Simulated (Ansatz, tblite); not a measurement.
Forces on Na₄Li₃⁻ at its PBE/def2-SVPD geometry. Charge -1, multiplicity 1.

The xTB rows come from tblite. The restricted singlet is unstable towards broken spin symmetry in Hartree–Fock (as tested in another run); at PBE/def2-TZVPD this wasn't settled. At PBE/def2-TZVPD the highest occupied level of the charge -1 singlet lies above zero (up to 0.07 eV). The electron is either unbound and held by the finite basis, or the level is raised by self-interaction error. Another isomer (singlet) lies 0.03 eV lower at r2SCAN/def2-TZVPD; other spin states weren't run for this one.

GFN2-xTB (tblite), largest force 0.45 eV/Å:

```xyz
7
positions Å, forces eV/Å
Li   -0.081    0.963   -0.280    0.109    0.322   -0.293
Li    0.605    0.487    2.458   -0.053   -0.073   -0.039
Li   -1.011   -1.614    0.950    0.003   -0.046    0.076
Na    2.048   -1.363    0.111    0.002   -0.127    0.208
Na   -2.626    1.267    1.301    0.248   -0.081   -0.047
Na   -1.022   -1.243   -2.231   -0.140   -0.118   -0.062
Na    2.087    1.503   -2.309   -0.168    0.123    0.158
```

PBE/def2-TZVPD (Ansatz), largest force 0.05 eV/Å:

```
Li -0.001 -0.024 0.010
Li -0.008 -0.014 -0.032
Li 0.024 0.031 -0.023
Na -0.032 0.014 0.007
Na 0.022 -0.008 -0.010
Na 0.010 0.008 0.032
Na -0.015 -0.006 0.015
```
